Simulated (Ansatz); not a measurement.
Clusters of 6 atoms, II-VI: PBE-D4/def2-TZVPD single points in Ansatz on relaxed structures, gas phase. Each cluster is the lowest isomer that a short search found in that spin, judged at the geometry's level, and lower ones may exist. Core potentials for Hg, Sr, Te, no spin–orbit coupling. HOMO and LUMO are taken over both spins. Binding counts from free atoms in the multiplicity of their measured ground term, without zero-point energy. Singlets are spin-restricted. The spins of the ions were chosen, not always searched. A dash marks a value that wasn't run or was left out as unsound. The structures are stationary points that may keep the symmetry of their start. Remarks come from the PBE and PBE0 runs and from stability tests at other levels; not every state was tested. A HOMO above zero means that the electron is unbound at that level and held by the basis, or that self-interaction error raises the level; the energy of removing that electron tells which.

```json
{"species": "Mg3Te3", "atoms": "6", "state": "singlet", "geometry": "PBE0-D4/def2-SVP", "HOMO (eV)": "-5.37", "LUMO (eV)": "-2.86", "gap (eV)": "2.51", "vertical EA (eV)": "1.38", "binding per atom (eV)": "2.17", "point group (within 0.1 Å)": "D3h", "remarks": "HOMO above zero (-1 doublet)"}
{"species": "Sr3Se3⁻", "atoms": "6", "state": "doublet", "geometry": "B3LYP-D4/def2-SVPD", "HOMO (eV)": "0.06", "LUMO (eV)": "–", "gap (eV)": "–", "vertical EA (eV)": "–", "binding per atom (eV)": "–", "point group (within 0.1 Å)": "C2v", "remarks": "HOMO above zero at PBE or PBE0"}
{"species": "Sr3O3", "atoms": "6", "state": "singlet", "geometry": "PBE0-D4/def2-SVP", "HOMO (eV)": "-3.26", "LUMO (eV)": "-1.76", "gap (eV)": "1.50", "vertical EA (eV)": "0.54", "binding per atom (eV)": "3.78", "point group (within 0.1 Å)": "Cs", "remarks": "HOMO above zero (-1 doublet)"}
{"species": "Hg3Te3", "atoms": "6", "state": "singlet", "geometry": "B3LYP-D4/def2-SVP", "HOMO (eV)": "-5.41", "LUMO (eV)": "-3.52", "gap (eV)": "1.89", "vertical EA (eV)": "–", "binding per atom (eV)": "1.28", "point group (within 0.1 Å)": "D3h", "remarks": "HOMO above zero (-1 doublet)"}
{"species": "Be3S3", "atoms": "6", "state": "singlet", "geometry": "r2SCAN-D4/def2-SVP", "HOMO (eV)": "-6.64", "LUMO (eV)": "-3.29", "gap (eV)": "3.35", "vertical EA (eV)": "1.24", "binding per atom (eV)": "3.75", "point group (within 0.1 Å)": "D3h", "remarks": "HOMO above zero (-1 doublet)"}
{"species": "Ca3Se3", "atoms": "6", "state": "singlet", "geometry": "PBE0-D4/def2-SVP", "HOMO (eV)": "-4.41", "LUMO (eV)": "-2.45", "gap (eV)": "1.96", "vertical EA (eV)": "1.24", "binding per atom (eV)": "3.09", "point group (within 0.1 Å)": "Cs", "remarks": "HOMO above zero (-1 doublet)"}
{"species": "Zn3O3", "atoms": "6", "state": "singlet", "geometry": "r2SCAN-D4/def2-SVP", "HOMO (eV)": "-6.37", "LUMO (eV)": "-3.53", "gap (eV)": "2.84", "vertical EA (eV)": "1.44", "binding per atom (eV)": "2.62", "point group (within 0.1 Å)": "D3h", "remarks": "HOMO above zero (-1 doublet)"}
{"species": "Zn3S3", "atoms": "6", "state": "singlet", "geometry": "PBE0-D4/def2-SVP", "HOMO (eV)": "-6.20", "LUMO (eV)": "-3.24", "gap (eV)": "2.96", "vertical EA (eV)": "1.34", "binding per atom (eV)": "2.38", "point group (within 0.1 Å)": "D3h", "remarks": "HOMO above zero (-1 doublet)"}
```

The gap (eV) runs from 1.50 (Sr3O3) to 3.35 (Be3S3). The vertical EA (eV) runs from 0.54 (Sr3O3) to 1.44 (Zn3O3).
